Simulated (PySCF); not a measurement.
Species: C6H11O (doublet state).
Numbering: `[CH3:1][O:2][C@H:3]1[CH:4][CH2:5][CH2:6][CH2:7]1` (hydrogens: H8, H9, H10 on C1; H11 on C3; H12 on C4; H13, H14 on C5; H15, H16 on C6; H17, H18 on C7)

Structure used (GFN2-xTB), in Å, numbered top down from 1:
```xyz
18
C6H11O angstrom
C      2.6193   -0.5414    0.0689
O      1.3194   -1.0457    0.2269
C      0.3465   -0.4176   -0.5919
C     -0.9305   -1.1675   -0.5500
C     -2.0858   -0.2801   -0.3002
C     -1.5211    1.1245   -0.5405
C     -0.0516    1.0048   -0.1392
H      3.2652   -1.1570    0.6923
H      2.6937    0.5034    0.3921
H      2.9499   -0.6103   -0.9759
H      0.7498   -0.3789   -1.6270
H     -0.9673   -2.2379   -0.5189
H     -2.9426   -0.5105   -0.9401
H     -2.4348   -0.3791    0.7380
H     -1.5922    1.3724   -1.6008
H     -2.0428    1.8924    0.0286
H      0.5671    1.7824   -0.5852
H      0.0489    1.0525    0.9465
```

The hyperfine couplings belong to this conformer and change with its torsions.

Method: UKS B3LYP, pcH-1 on C H O, non-relativistic, mean-field spin-orbit, GIAO (PySCF 2.14.0). The structure is a single GFN2-xTB conformer in the gas phase; no vibrational or solvent corrections. The geometry wasn't refined by DFT: couplings that depend on bond lengths, twists or pyramidal angles can differ widely from those at the functional's own minimum. Stability of the SCF solution: not tested.

Largest spin populations (Mulliken): C4 (+1.02), C5 (-0.09), C3 (-0.07) and H14 (+0.06). No atom but C4 exceeds +0.15. The angles at C4 add up to 359.0°, so it is planar; its axial dipolar tensor and the negative coupling of its proton fit spin in a p orbital normal to that plane.

Problem. McConnell's relation a(H) = Q·ρ ties the coupling of a proton on a planar π carbon to the spin population of that carbon. What Q do the computed values give?

Solution. 
| H | C | ρ(C) | a(H) (G) | a/ρ (G) |
| --- | --- | --- | --- | --- |
| H12 | C4 | +1.018 | -21.93 | -21.5 |

One proton gives one ratio, Q = -21.5 G, and no test of linearity. In every row coupling and population have opposite signs.

Problem. List the C–H protons on four-coordinate carbons next to a three-coordinate spin centre, with their couplings and θ (C–H bond against the normal to the plane of the centre's neighbours, projected along the bond that joins the two).

Solution. 
```json
{"β H": "H11", "on": "C3", "centre": "C4", "θ (°)": "15", "cos²θ": "0.93", "a (G)": "+41.13"}
{"β H": "H13", "on": "C5", "centre": "C4", "θ (°)": "42", "cos²θ": "0.55", "a (G)": "+29.37"}
{"β H": "H14", "on": "C5", "centre": "C4", "θ (°)": "18", "cos²θ": "0.90", "a (G)": "+52.45"}
```

Fitting the Heller–McConnell form a = ρ(B0 + B2 cos²θ), with Mulliken ρ = 1.02, gives B0 = 5.2 G and B2 = 44.2 G; with only two distinct angles the two parameters are fixed exactly.

Couplings in gauss use g_iso = 2.0026.

On one thread of an Arm Neoverse V2, no GPU, shared host, this took 74 s wall (with the writing of density and orbital grids) and 1.0 GiB of memory at its peak.
